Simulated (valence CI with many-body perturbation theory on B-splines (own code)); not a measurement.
**Gd XXXII: calculated level list**

Computed by valence CI with perturbative core correlation (CI+MBPT): five valence electrons over a frozen Dirac-Fock core [Ar] 3d10, radial functions for each j: 11 s, 11 p, 10 d, 8 f, 5 g, 2 h, with the one-electron correlation potential Σ1 (screened to all orders), the two-electron term Σ2, the three-electron term Σ3, Breit, model QED; selected single and double excitations, second order for the rest, scaled by the run's own slope (own B-spline code, finite nucleus).

No measured spectrum was set against this ion. As an estimate, large intervals hold to a few tenths of a per cent, small ones and those within an open d or f shell to about a per cent. Among the levels kept, up to 2000 cm⁻¹ of a level comes from second order outside the variational space, and about a tenth of that is noise between levels of different J, which matters for small intervals.

Levels 91 to 135 of 168, with energies above the lowest level, (4s^2 4p1/2^2 4p3/2) J=3/2. "Leading %" is the weight of the configuration and term that name the level; weights of strongly mixed levels are sums over their largest components and can fall short. In the jj column 3d3/2^4 stands for four electrons in 3d with j = 3/2.

```tsv
No.	Configuration	Term	J	E (cm⁻¹)	Leading %	g	Leading jj
91	4s4p³4d	²F°	7/2	2377300	52	1.135	4s 4p1/2 4p3/2^2 4d5/2 (56 %)
92	4s4p³4d	²F°	5/2	2378200	13	1.152	4s 4p1/2 4p3/2^2 4d5/2 (34 %)
93	4s4p³4d	⁴D°	3/2	2384500	31	1.255	4s 4p1/2 4p3/2^2 4d5/2 (38 %)
94	4s4p³4d	⁴D°	1/2	2385200	23	0.582	4s 4p1/2 4p3/2^2 4d3/2 (49 %)
95	4s²4p4d²	⁴D°	1/2	2391200	21	0.689	4s 4p1/2 4p3/2^2 4d3/2 (43 %)
96	4s²4p4d²	²P°	3/2	2394500	14	1.135	4s^2 4p1/2 4d3/2 4d5/2 (46 %)
97	4s4p³4d	²F°	5/2	2398200	22	1.143	4s 4p1/2 4p3/2^2 4d5/2 (47 %)
98	4s²4p4d²	⁴P°	1/2	2398400	37	1.680	4s^2 4p1/2 4d3/2 4d5/2 (49 %)
99	4s4p³4d	⁴D°	7/2	2401900	25	1.218	4s 4p1/2 4p3/2^2 4d5/2 (70 %)
100	4s4p³4d	²F°	7/2	2413800	16	1.163	4s 4p1/2 4p3/2^2 4d5/2 (50 %)
101	4s4p³4d	²D°	3/2	2423200	21	0.872	4s^2 4p1/2 4d3/2^2 (27 %)
102	4s4p³4d	²D°	5/2	2423500	33	1.082	4s 4p1/2 4p3/2^2 4d5/2 (34 %)
103	4s4p³4d	²F°	5/2	2429900	25	1.087	4s 4p1/2 4p3/2^2 4d5/2 (58 %)
104	4s4p³4d	²G°	9/2	2430600	39	1.081	4s 4p1/2 4p3/2^2 4d5/2 (41 %)
105	4s4p³4d	²D°	3/2	2441300	29	1.081	4s 4p1/2 4p3/2^2 4d5/2 (56 %)
106	4s²4p4d²	⁴P°	3/2	2457000	12	1.077	4s 4p1/2 4p3/2^2 4d5/2 (26 %)
107	4s4p³4d	²F°	5/2	2462500	20	1.024	4s 4p1/2 4p3/2^2 4d5/2 (43 %)
108	4s²4p4d²	⁴G°	9/2	2465500	34	1.139	4s^2 4p1/2 4d5/2^2 (53 %)
109	4s²4p²4f	⁴D°	7/2	2466600	12	1.168	4s^2 4p1/2 4d5/2^2 (39 %)
110	4s4p³4d	²P°	1/2	2472400	22	0.537	4s 4p1/2 4p3/2^2 4d5/2 (44 %)
111	4s²4p4d²	²F°	5/2	2474200	14	1.077	4s^2 4p1/2 4d3/2 4d5/2 (47 %)
112	4s²4p4d²	⁴D°	7/2	2489100	18	1.173	4s^2 4p1/2 4d3/2 4d5/2 (36 %)
113	4s4p³4d	²P°	3/2	2496400	22	1.153	4s 4p1/2 4p3/2^2 4d5/2 (39 %)
114	4s²4p4d²	⁴D°	3/2	2498900	12	1.179	4s^2 4p1/2 4d3/2 4d5/2 (30 %)
115	4s4p³4d	²S°	1/2	2510600	22	1.675	4s 4p1/2 4p3/2^2 4d5/2 (29 %)
116	4s²4p²4f	²G°	7/2	2516900	42	0.968	4s^2 4p1/2 4p3/2 4f5/2 (72 %)
117	4s²4p²4f	⁴G°	9/2	2517900	39	1.204	4s^2 4p1/2 4p3/2 4f7/2 (67 %)
118	4s²4p²4f	²H°	11/2	2520400	52	1.164	4s^2 4p1/2 4p3/2 4f7/2 (86 %)
119	4s²4p²4f	⁴G°	5/2	2526500	17	1.012	4s^2 4p1/2 4p3/2 4f5/2 (45 %)
120	4s²4p²4f	⁴F°	3/2	2534600	31	0.973	4s^2 4p1/2 4p3/2 4f5/2 (39 %)
121	4s²4p²4f	⁴F°	3/2	2537100	24	1.055	4s^2 4p1/2 4p3/2 4f5/2 (32 %)
122	4s²4p²4f	²G°	9/2	2538500	42	1.150	4s^2 4p1/2 4p3/2 4f7/2 (46 %)
123	4s²4p4d²	⁴D°	5/2	2539900	20	1.157	4s^2 4p1/2 4d5/2^2 (42 %)
124	4s²4p²4f	⁴D°	7/2	2541300	20	1.130	4s^2 4p1/2 4p3/2 4f7/2 (49 %)
125	4s²4p²4f	²F°	5/2	2554200	28	0.987	4s^2 4p1/2 4p3/2 4f5/2 (45 %)
126	4s²4p²4f	²F°	7/2	2569700	32	1.175	4s^2 4p1/2 4p3/2 4f7/2 (33 %)
127	4s²4p²4f	²P°	1/2	2577200	32	0.371	4s^2 4p1/2 4p3/2 4f5/2 (61 %)
128	4s²4p²4f	⁴D°	3/2	2584300	25	1.102	4s^2 4p1/2 4p3/2 4f5/2 (41 %)
129	4s²4p²4f	²D°	5/2	2591200	35	1.222	4s^2 4p1/2 4p3/2 4f7/2 (44 %)
130	4s²4p4d²	²P°	1/2	2597200	26	1.526	4s 4p3/2^3 4d3/2 (41 %)
131	4s²4p²4f	²G°	9/2	2605400	39	1.014	4s^2 4p1/2 4p3/2 4f7/2 (31 %)
132	4s²4p²4f	²F°	5/2	2611200	45	0.914	4s^2 4p1/2 4p3/2 4f7/2 (54 %)
133	4s4p³4d	²P°	3/2	2616000	22	1.352	4s 4p3/2^3 4d3/2 (59 %)
134	4s²4p4d²	²P°	1/2	2617800	38	1.156	4s^2 4p1/2 4d5/2^2 (37 %)
135	4s4p³4d	⁴F°	9/2	2620300	38	1.255	4s 4p3/2^3 4d5/2 (74 %)
```

Where two levels of one J and parity lie close, their mixing, g and order are uncertain.
